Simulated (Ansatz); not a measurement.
K₃I₂, relaxed as a doublet with UKS B3LYP-D4/def2-SVP in Ansatz, starting from the GFN1-xTB geometry. Force threshold 0.02 eV/Å.

In the def2 sets I takes a core potential; there is no spin–orbit coupling. The relaxation made no stability test and no search for a lower SCF solution. The structure comes from a short search, and lower isomers may exist.

Start:

```xyz
5

K    -1.411   -1.027   -0.571
K    -2.242    1.828    1.764
K     2.041   -0.408    0.072
I     0.973   -2.998   -1.648
I     0.638    2.604    0.383
```

**Question.** Estimate the energy that the relaxation releases and the steps that it takes.

**Answer.** 0.41 eV, in 7 steps; 36 s on 4 threads of Arm Neoverse V2 on a shared host. No frequencies were taken in this run, so the end may be a saddle point.

**Question.** Does the start keep its bonding?

**Answer.** By distances, no bond broke or formed. The bond that changes most is K1–I5, from 4.28 to 3.49 Å (atoms count from 1). The end is the same structure that another start reached.

**Question.** Predict the relaxed structure.

**Answer.** 
```
atom    x (Å)    y (Å)    z (Å)
  K1  -1.5608  -0.7378  -0.9421
  K2  -2.5138   2.0889   2.1281
  K3   2.7339  -0.4186  -0.0726
  I4   0.9700  -2.8480  -1.3494
  I5   0.3708   1.9155   0.2360
```
Bond lengths (bridged metal pairs left out): 5 × I–K 3.26 to 3.49 Å.
